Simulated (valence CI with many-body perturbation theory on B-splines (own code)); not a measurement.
E1 line list for Ti9+

Level of theory: relativistic CI+MBPT: three valence electrons over a frozen Dirac-Fock core [Ne], a basis of 11 s, 11 p, 10 d, 8 f, 5 g, 2 h functions for each j, with the one-electron correlation potential Σ1, the two-electron term Σ2, the three-electron term Σ3, Breit, model QED; selected CI, second order for the rest, scaled by the run's own slope (own B-spline code, finite nucleus).

No measured spectrum was set against this ion. As an estimate, levels of excited configurations hold to 0.05 to 0.15 % of their energy, terms of the ground configuration to about 0.5 %.

Lines 151 to 200 of 564 in falling wavelength, among levels below 1167300 cm⁻¹, chosen from the strongest by gf and those to the six lowest levels. Wavelengths and rates use the calculated energies, so an error of 200 cm⁻¹ moves a line at 419.3 Å by 0.084 % and its rate by three times that or more. Electric multipoles are in the length gauge with retardation, E1 and E2 with the static RPA response of the core. Weak lines are less certain than strong ones. Lines between different terms over intervals too small for the method are left out, as are lines whose strength nearly cancels. Where a level lies close to another of its J and parity, the split of strength between their lines is uncertain. The highest levels of a list are the least certain.

Names give the largest LS component (configuration and term), which can be under half, so a name can repeat, a term be missing and a line seem to break the LS rules; names also repeat where a configuration has a term twice. Letters in brackets count levels of one name in rising energy.

```tsv
λ vac (Å)	Upper	Lower	A (s⁻¹)	S (a.u.) with core polarisation	S without
419.3	3p3d² ²P°_3/2 [c]	3s3d² ²S_1/2	3.64e+09	5.29e-01	5.50e-01
417.0	3p3d² ²P°_3/2 [b]	3s3d² ²D_5/2	2.32e+09	3.32e-01	3.44e-01
416.5	3p²3d ⁴F_7/2	3s3p3d ⁴F°_5/2	1.19e+09	3.39e-01	3.53e-01
415.7	3p²3d ⁴F_9/2	3s3p3d ⁴F°_7/2	8.63e+08	3.06e-01	3.19e-01
414.9	3p²3d ²P_3/2 [b]	3s3p3d ²F°_5/2 [a]	2.46e+09	3.46e-01	3.60e-01
414.5	3p3d² ²D°_5/2 [c]	3s3d² ²F_7/2	5.08e+09	1.07e+00	1.11e+00
413.2	3p3d² ²D°_3/2 [c]	3s3d² ²F_5/2	5.11e+09	7.12e-01	7.39e-01
410.6	3p²3d ²D_5/2 [c]	3s3p3d ²F°_7/2 [b]	5.38e+09	1.10e+00	1.15e+00
409.9	3p²3d ²D_5/2 [b]	3s3p3d ²F°_7/2 [a]	7.21e+09	1.47e+00	1.53e+00
409.8	3p3d² ²F°_7/2 [c]	3s3d² ²D_5/2	1.41e+09	3.84e-01	3.99e-01
409.8	3p²3d ²D_5/2 [a]	3s3p3d ⁴D°_7/2	1.75e+09	3.56e-01	3.71e-01
409.5	3p3d² ⁴D°_7/2 [b]	3s3d² ⁴F_9/2	4.43e+09	1.20e+00	1.25e+00
409.0	3p²3d ²D_3/2 [c]	3s3p3d ²F°_5/2 [b]	5.92e+09	7.99e-01	8.33e-01
408.6	3p3d² ⁴S°_3/2	3s3d² ⁴P_5/2	3.23e+09	4.35e-01	4.53e-01
408.4	3p3d² ⁴D°_5/2 [b]	3s3d² ⁴F_7/2	4.34e+09	8.75e-01	9.11e-01
408.3	3p3d² ⁴S°_3/2	3s3d² ⁴P_3/2	2.60e+09	3.50e-01	3.65e-01
407.8	3p3d² ⁴D°_5/2 [b]	3s3d² ⁴F_5/2	1.40e+09	2.81e-01	2.93e-01
407.5	3p3d² ⁴D°_3/2 [b]	3s3d² ⁴F_5/2	4.60e+09	6.14e-01	6.39e-01
406.9	3p²3d ²D_3/2 [b]	3s3p3d ²F°_5/2 [a]	5.36e+09	7.13e-01	7.41e-01
406.9	3p3d² ²F°_7/2 [c]	3s3d² ²G_9/2	4.02e+09	1.07e+00	1.11e+00
406.8	3p3d² ⁴D°_1/2 [b]	3s3d² ⁴F_3/2	6.34e+09	4.21e-01	4.39e-01
406.3	3p³ ²D°_3/2	3s3p² ⁴P_5/2	4.15e+07	5.50e-03	5.74e-03
404.7	3p³ ²D°_5/2	3s3p² ⁴P_5/2	1.58e+07	3.11e-03	3.24e-03
403.8	3p²3d ²D_3/2 [c]	3s3p3d ²P°_1/2 [a]	7.98e+09	1.04e+00	1.08e+00
403.3	3p²3d ²D_5/2 [c]	3s3p3d ²P°_3/2 [a]	1.03e+10	2.00e+00	2.08e+00
403.1	3p3d² ²F°_5/2 [c]	3s3d² ²G_7/2	5.27e+09	1.02e+00	1.06e+00
401.0	3s3p3d ²F°_7/2 [b]	3s²3d ²D_5/2	1.35e+10	3.43e+00	3.57e+00
400.7	3p²3d ⁴P_5/2	3s3p3d ⁴D°_7/2	6.71e+09	1.28e+00	1.33e+00
399.6	3p³ ²P°_1/2	3s3p² ²D_3/2	7.40e+09	4.66e-01	4.85e-01
399.6	3p³ ²P°_3/2	3s3p² ²D_5/2	6.14e+09	7.73e-01	8.06e-01
399.6	3p²3d ⁴P_3/2	3s3p3d ⁴D°_5/2	7.61e+09	9.59e-01	9.99e-01
399.4	3p²3d ²D_5/2 [a]	3s3p3d ⁴P°_5/2	1.45e+09	2.74e-01	2.86e-01
398.8	3p²3d ⁴D_7/2	3s3p3d ⁴F°_9/2	5.77e+09	1.45e+00	1.51e+00
398.7	3p³ ²P°_3/2	3s3p² ²D_3/2	6.89e+08	8.62e-02	8.98e-02
398.4	3p3d² ²G°_9/2 [b]	3s3d² ²G_9/2	3.65e+09	1.14e+00	1.19e+00
398.1	3p²3d ⁴P_1/2	3s3p3d ⁴D°_3/2	8.23e+09	5.12e-01	5.34e-01
397.9	3s3p3d ²F°_5/2 [b]	3s²3d ²D_3/2	1.32e+10	2.47e+00	2.57e+00
397.2	3p²3d ⁴D_5/2	3s3p3d ⁴F°_7/2	5.37e+09	9.96e-01	1.04e+00
396.8	3p²3d ⁴D_1/2	3s3p3d ⁴F°_3/2	4.40e+09	2.71e-01	2.83e-01
396.8	3s3p3d ⁴F°_3/2	3s3p² ²D_3/2	7.31e+07	9.01e-03	9.37e-03
396.2	3p3d² ²G°_7/2 [b]	3s3d² ²G_7/2	3.72e+09	9.15e-01	9.52e-01
394.8	3p²3d ²F_7/2 [b]	3s3p3d ²F°_7/2 [a]	5.42e+09	1.32e+00	1.37e+00
394.2	3p²3d ⁴D_3/2	3s3p3d ⁴F°_5/2	5.06e+09	6.11e-01	6.37e-01
393.9	3p²3d ⁴D_7/2	3s3p3d ⁴F°_7/2	1.34e+09	3.22e-01	3.36e-01
393.6	3p²3d ⁴D_5/2	3s3p3d ⁴F°_5/2	2.03e+09	3.66e-01	3.81e-01
391.8	3p²3d ⁴P_3/2	3s3p3d ⁴P°_3/2	2.64e+09	3.14e-01	3.27e-01
390.8	3p²3d ⁴P_5/2	3s3p3d ⁴P°_5/2	2.70e+09	4.77e-01	4.98e-01
389.7	3p³ ⁴S°_3/2	3s3p² ⁴P_5/2	1.09e+10	1.28e+00	1.33e+00
388.8	3s3p² ²S_1/2	3s²3p ²P°_3/2	2.69e+09	1.56e-01	1.63e-01
388.3	3p²3d ²F_5/2 [b]	3s3p3d ²F°_5/2 [a]	5.05e+09	8.75e-01	9.11e-01
```
